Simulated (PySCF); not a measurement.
Simulated Si 2p region for `FC([SiH3])(F)F`, binding energy against the vacuum level.

Every computed line was given a Gaussian of 0.4 eV full width at half maximum and an area set by the number of equivalent atoms (split 2:1 within a doublet); the highest printed point is 100. Method: delta-SCF UKS SCAN, pcX-2 on the ionised atom, pcseg-1 elsewhere, spin-free X2C in PySCF 2.14.0.

(binding energy (eV), intensity): (107.3, 0), (107.4, 2), (107.5, 9), (107.6, 28), (107.7, 61), (107.8, 93), (107.9, 100), (108.0, 77), (108.1, 44), (108.2, 27), (108.3, 31), (108.4, 44), (108.5, 51), (108.6, 42), (108.7, 24), (108.8, 10), (108.9, 3), (109.0, 1)

Question: How many maxima does the curve show, and how many computed lines lie under it?

Answer: The curve has 2 maxima (at 107.9 and 108.5 eV). Under it lie 2 lines from 1 inequivalent silicon site, drawn as a 2p3/2, 2p1/2 pair.

Question: Decompose the envelope and assign each component. Numbering: `[F:1][C:2]([F:3])([F:4])[SiH3:5]`.

Answer: 
```
position (eV)  relative area      line  atoms   environment
       107.87           0.67  Si 2p3/2    Si5  SiH3 silicon
       108.49           0.33  Si 2p1/2    Si5  SiH3 silicon
```

Shake-up satellites, vibrational structure and lifetime widths aren't simulated. The 2p values aren't plain energy differences: one relaxed spin-free 2p hole is combined with a matrix within the shell (ground-state 2p orbital-energy differences and spin–orbit coupling). 2p3/2, the mean of its two sublevels, lies a third of the splitting below the shell's mean and 2p1/2 two thirds above it; the statistical areas are 2:1. 2p1/2 minus 2p3/2 (ligand field included): Si 0.62 eV. Geometry: GFN2-xTB; no solvent, vibrations or thermal averaging.

Hardware: Arm Neoverse V2, one thread, shared host. Cost: 14 s.
